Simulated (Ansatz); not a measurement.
A barrier at the coupled-cluster level

Start structure (BH$_{2}$BrCl$_{2}$, closed shell), relaxed at PBE0-D4/def2-TZVP:

```xyz
6
angstrom
B -0.3822 -0.2894 -1.0632
H 0.0869 0.7975 -1.1425
Cl 0.6158 -1.6788 -1.3548
Cl -2.0729 -0.4718 -0.7168
H 1.1392 1.4703 2.0189
Br 0.6132 0.1721 2.2584
```

The step: BHCl₂ ([Cl][BH][Cl]) + HBr → BBrCl₂ ([Cl][B]([Cl])[Br]) + H₂; bonds formed: B1–Br6, H2–H5; bonds broken: B1–H2, H5–Br6. Computed with Ansatz 0.2.0 (basis: def2-TZVPP and def2-QZVPP); correlated methods freeze the cores. Filled d shells of the heavier atoms are correlated. The def2 sets are not built for correlating such inner shells, so the correlated values are less sure here. Extrapolation: Hartree–Fock as exp(−7.88 √X), correlation as X^−2.97. Energies below are by CCSD(T) at an estimated basis limit (MP2 extrapolated from triple and quadruple zeta, plus CCSD(T) − MP2 in triple zeta).

Question: What are the electronic barrier and the energy of the step, from the start structure to the end structure? (Judge from chemistry; the value comes from the calculation.)

Answer: Computed: Barrier 106.6 kJ/mol; step energy -40.8 kJ/mol (downhill); reverse barrier, their difference, 147.3 kJ/mol. Barrier and step energy count from the start structure, the reverse barrier from the end structure.

The saddle point: One imaginary mode of 731i cm⁻¹.
```tsv
pair	start (Å)	saddle (Å)	end (Å)
B1–Br6	3.50	2.30	1.90
H2–H5	3.40	1.06	0.75
B1–H2	1.19	1.29	3.30
H5–Br6	1.42	1.69	3.59
```

Zero-point energy (harmonic, PBE0-D4): ZPE is 56.7 kJ/mol at the start and 57.8 kJ/mol at the saddle, so the barrier goes from 106.6 to 107.6 kJ/mol.

T1 diagnostic: at most 0.011. The start structure is not quite a true minimum (one mode of 51i cm⁻¹).

Labels in which every atom is bracketed show which atoms are joined, not bond orders.

For scale, one of the runs: CCSD(T)/def2-TZVPP, 191 basis functions, launched by `ansatz run in.yaml --threads 4 --pin off --events-out ev --progress --plain --max-ram 9574MiB`. The run took 20 s on 4 CPU threads of an Arm Neoverse V1 (shared host), with 1.4 GiB of host memory at its peak.
